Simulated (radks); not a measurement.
Valence configurations of neutral germanium (all share [Ar]). Calculated with a radial shooting solver on a logarithmic mesh with Libxc functionals: Dirac Kohn-Sham, PBE, spin-unpolarised, spherical densities, point nucleus; open shells are shared between the two j in proportion to 2j + 1. Energies are relative to 3d10 4s2 4p2; eigenvalues in eV.

valence	E (eV)	e(3d3/2)	e(3d5/2)	e(4p1/2)	e(4p3/2)	e(4s1/2)
3d10 4s2 4p2	0.000	-29.653	-29.069	-4.021	-3.835	-11.729
3d10 4s1.5 4p2.5	3.951	-30.540	-29.955	-4.381	-4.185	-12.221
3d10 4s1 4p3	7.969	-31.392	-30.806	-4.721	-4.516	-12.684
3d10 4s0.5 4p3.5	12.050	-32.214	-31.627	-5.045	-4.832	-13.124
3d9.5 4s2 4p2.5	13.743	-34.494	-33.890	-4.682	-4.465	-12.898
3d10 4p4	16.189	-33.011	-32.423	-5.354	-5.134	-
3d9 4s2 4p3	29.620	-39.481	-38.857	-5.334	-5.085	-14.031
3d8 4s0.5 4p5.5	82.981	-52.038	-51.371	-7.480	-7.146	-17.324

NIST lists [Ar] 3d10 4s2 4p2 as the ground configuration; this level of theory agrees among the configurations tried. The energies are those of spherical spin-averaged densities, not of single terms.
